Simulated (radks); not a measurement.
Question: Ca4+, 16 electrons, occupied as [Ne] 3s2 3p4 (the NIST ground configuration). Method: scalar-relativistic Kohn-Sham, LDA (Slater exchange, Perdew-Wang correlation), spin-polarised, spherical densities, finite nucleus; open shells are filled with parallel spins first; Fermi nuclear charge, rms radius 3.4776 fm; computed with a radial shooting solver on a logarithmic mesh with Libxc functionals. Some entries of the table are withheld. Estimate them.

orbital,occ.,eigenvalue (eV),<r> (bohr)
1s up,1,-3998.210,0.07702
1s down,1,-3997.463,0.07701
2s up,1,-471.0619,0.3650
2s down,1,-470.2973,0.3647
2p up,3,-392.9127,0.3275
2p down,3,-391.9695,0.3273
3s up,1,-98.6245,1.095
3s down,1,-95.6511,1.101
3p up,3,-78.6869,1.155
3p down,1,-75.8314,1.166
3d up,0,-48.9214,1.280
3d down,0,-46.4296,1.307
4s up,0,-34.4127,2.544
4s down,0,-33.6894,2.585
4p up,0,-28.6618,2.792
4p down,0,-28.0695,2.842
4f up,0,-15.7006,(1)
4f down,0,-15.4013,(2)

Answer: 
(1) 4f up <r> (bohr): 3.584
(2) 4f down <r> (bohr): 3.702
